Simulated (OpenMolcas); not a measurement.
A calculation on P⁺.

```yaml
Program: OpenMolcas 26.06
Method: "SS-RASPT2, IPEA 0.25 Eh, imaginary shift 0.1 Eh (closed shells correlated: 2s 2p 3s)"
Basis: ANO-RCC-VQZP [6s5p3d2f1g]
Scalar_Hamiltonian: DKH2, point nucleus
Active_space: 2 electrons in 9 orbitals (RAS2 3p; RAS3 3d 4s, at most 1 electron)
State_averaging: 2S+1 = 3 even, 3 roots; 2S+1 = 1 even, 6 roots; 2S+1 = 3 odd, 18 roots; 2S+1 = 1 odd, 18 roots
Spin-orbit_coupling: state interaction with AMFI integrals over the reference wave functions, term energies averaged over their components
```

**Question.** Which level of the active space comes out lowest?

**Answer.** 3s² 3p² ³P₀, with 100 % of that term; it is also the measured ground level.

**Question.** How high does 3s² 3p² ¹S₀ lie?

**Answer.** 3.244 eV above the lowest level; measured 2.6750 eV above the ground level, so the calculation is off by +21 %.

**Question.** How high does 3s² 3p 3d ¹D°₂ lie?

**Answer.** 10.363 eV above the lowest level.

**Question.** How high does 3s² 3p 4s ³P°₀ lie?

**Answer.** 10.761 eV above the lowest level; measured 10.7367 eV above the ground level, so the calculation is off by 0 %.

Measured values: NIST Handbook of Basic Atomic Spectroscopic Data.

CASPT2 does not keep the components of a term degenerate, so their means are used; among the terms shown or strongly mixed into the levels shown the widest spread is 18 cm-1 (3s² 3p 3d ¹D°). Over all roots computed the reference weight is 0.91 to 0.97; the roots of lowest weight are the least certain, and an intruder state may touch them. ANO sets are built for valence states and can reach diffuse excited orbitals poorly, and with the s shell closed the s pⁿ⁺¹ terms that mix with these levels are absent. With the s shell closed, the reference lacks s² → p² mixing. Some terms miss by over 15 % even with CASPT2, which points to a basis or an active space too small for the shells correlated. Measured partners are found by configuration, term and J. A level has none where our copy of the source lacks it or the pairing is in doubt (some pairs that miss far off the trend of their configuration count as doubtful), and it then counts in no deviation. Only configurations of the active space appear.

° marks odd parity.
